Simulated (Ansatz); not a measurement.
Start from `P[NH][ZnH]` and change one atom or group to get `[NH2][ZnH]`.

Ansatz, PBE0-D4/def2-TZVP geometries, multiplicity 1. Each molecule was computed in one conformer, which needn't be the lowest.

Scalar relativity is left out up to krypton.

| property | `P[NH][ZnH]` |
| --- | --- |
| zero-point energy (PBE0-D4/def2-TZVP) / kJ/mol | 104.9 |
| LUMO energy (PBE0/def2-TZVPP) / eV | -0.56 |
| LUMO energy (ωB97M-V/def2-TZVPP) / eV | 0.78 |
| LUMO energy (B3LYP/def2-TZVPP) / eV | -0.83 |
| LUMO energy (PBE/def2-TZVPP) / eV | -1.29 |
| HOMO energy (B3LYP/def2-TZVPP) / eV | -6.56 |

Question: What does the change do to each property? (Best estimate.)

Answer: Computed: 
```tsv
property	`[NH2][ZnH]`	shift
zero-point energy (PBE0-D4/def2-TZVP) / kJ/mol	80.3	-24.6
LUMO energy (PBE0/def2-TZVPP) / eV	-0.27	0.29
LUMO energy (ωB97M-V/def2-TZVPP) / eV	1.03	0.25
LUMO energy (B3LYP/def2-TZVPP) / eV	-0.56	0.27
LUMO energy (PBE/def2-TZVPP) / eV	-1.00	0.29
HOMO energy (B3LYP/def2-TZVPP) / eV	-6.55	0.01
```

The zero-point energy changes by -24.6 kJ/mol with -6 modes.

B3LYP here is the variant with VWN-RPA as its local correlation; programs differ in this.
